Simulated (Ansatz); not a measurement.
`C[Si](O)(S)Cl` + HBr → `C[Si](O)(Cl)Br` + H₂S  (ligand exchange at the Si–S bond)

Program: Ansatz. Geometries: PBE0-D4/def2-TZVP. ΔE: electronic, gas phase. CCSD(T)/CBS is the MP2 limit (def2-TZVPP, def2-QZVPP) plus CCSD(T) − MP2 in def2-TZVPP, frozen cores. This one scheme is used for every species. Functionals use def2-TZVPP. B3LYP here is the variant with VWN-RPA as its local correlation; programs differ in this. For Br outer-core shells are correlated without core-valence functions, which leaves a few kJ/mol of doubt a bond. Scalar relativity is left out up to krypton. Each species was taken in one conformer, which may not be the lowest.

**Question.** Is it downhill or uphill in electronic energy at CCSD(T)/CBS, and by how much? (An estimate is asked.)

**Answer.** The calculation gave: Downhill: ΔE = -37.1 kJ/mol.

**Question.** What do these levels give: PBE-D4, PBE0-D4, B3LYP-D4, ωB97M-V, B2PLYP, PBE0, B3LYP, HF/def2-TZVPP, CCSD/def2-TZVPP, MP2/def2-QZVPP, SCS-MP2/def2-QZVPP, MP2/CBS(def2)? (An estimate is asked.)

**Answer.** Ansatz gave: PBE-D4 -31.3, PBE0-D4 -33.6, B3LYP-D4 -34.9, ωB97M-V -36.2, B2PLYP -36.1, PBE0 -34.3, B3LYP -36.0, HF/def2-TZVPP -43.0, CCSD/def2-TZVPP -35.8, MP2/def2-QZVPP -37.7, SCS-MP2/def2-QZVPP -37.8, MP2/CBS(def2) -38.8 kJ/mol.

Largest T1 diagnostic among the species: 0.010.

In def2-TZVPP, CCSD(T) changes the Hartree–Fock value by +8.7 kJ/mol (the triples alone add +1.5 kJ/mol) and MP2 by +7.0 kJ/mol.
